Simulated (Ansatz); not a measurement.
Cost and result for the atomization energy of `C[SiH](Cl)C#CO` (11 atoms, 10 bonds).

```xyz
11

C    -1.728    0.912    0.227
Si    0.003    0.905   -0.437
Cl   -0.073    1.041   -2.497
C     0.870   -0.606    0.030
C     1.447   -1.622    0.338
O     1.999   -2.738    0.690
H    -2.283    0.050   -0.147
H    -2.252    1.821   -0.076
H    -1.711    0.865    1.319
H     0.776    2.082    0.023
H     2.952   -2.711    0.531
```

Charge 0, multiplicity 1. All single points use the PBE0-D4/def2-TZVP geometry. It is one conformer, not always the lowest. Program: Ansatz. All runs use 4 threads of an Arm Neoverse V1 on a shared host. Times are those of one run each, without the atoms' runs, and a repeat can differ threefold. Electronic energies, without spin–orbit coupling; frozen cores. CCSD(T)/CBS adds CCSD(T) − MP2 in def2-TZVPP to the MP2 limit, and its time is that of the two runs behind it. T1 = 0.011. B3LYP takes the VWN-RPA correlation (the form of Gaussian; ORCA's B3LYP/G).

CCSD(T)/CBS is a level of theory with its own doubt, some kJ/mol a heavy atom from the limit and from the frozen cores, so smaller differences don't rank the functionals.

| level | functions | wall time | atomization (kcal/mol) | difference from CCSD(T)/CBS | per bond |
| --- | --- | --- | --- | --- | --- |
| PBE-D4/def2-TZVPP (with forces) | 278 | 3.1 s | 1070.9 | 28.2 | 2.8 |
| PBE0-D4/def2-TZVPP | 278 | 3.8 s | 1048.7 | 6.0 | 0.6 |
| r2SCAN-D4/def2-TZVPP (with forces) | 278 | 6 s | 1048.8 | 6.1 | 0.6 |
| B3LYP-D4/def2-TZVPP (with forces) | 278 | 6 s | 1040.0 | -2.7 | -0.3 |
| B2PLYP/def2-TZVPP | 278 | 7 s | 1032.2 | -10.5 | -1.1 |
| ωB97X-V/def2-TZVPP | 278 | 9.5 s | 1044.3 | 1.6 | 0.2 |
| ωB97M-V/def2-TZVPP (with forces) | 278 | 14 s | 1047.2 | 4.5 | 0.4 |
| MP2/def2-QZVPP | 518 | 27 s | 1059.8 | 17.1 | 1.7 |
| CCSD(T)/def2-TZVPP | 278 | 4.3 min | 1013.3 | -29.4 | -2.9 |
| CCSD(T)/CBS(def2) | – | 4.7 min | 1042.7 | 0.0 | 0.0 |

The D4 term adds +9.7 kcal/mol with B3LYP and +5.1 kcal/mol with PBE0; it sums over pairs of atoms, weighted by their polarisabilities, and B3LYP, whose exchange is more repulsive, gets the larger term. In def2-TZVPP, CCSD(T) changes the Hartree–Fock value by +259.9 kcal/mol (the triples alone add +19.1 kcal/mol) and MP2 by +289.1 kcal/mol; breaking electron pairs costs correlation energy, which Hartree–Fock lacks. From PBE to PBE0 (25 % exact exchange), in def2-TZVPP and without D4, the atomization energy moves by −21.4 kcal/mol: exact exchange takes away binding that semilocal exchange gives to molecules.
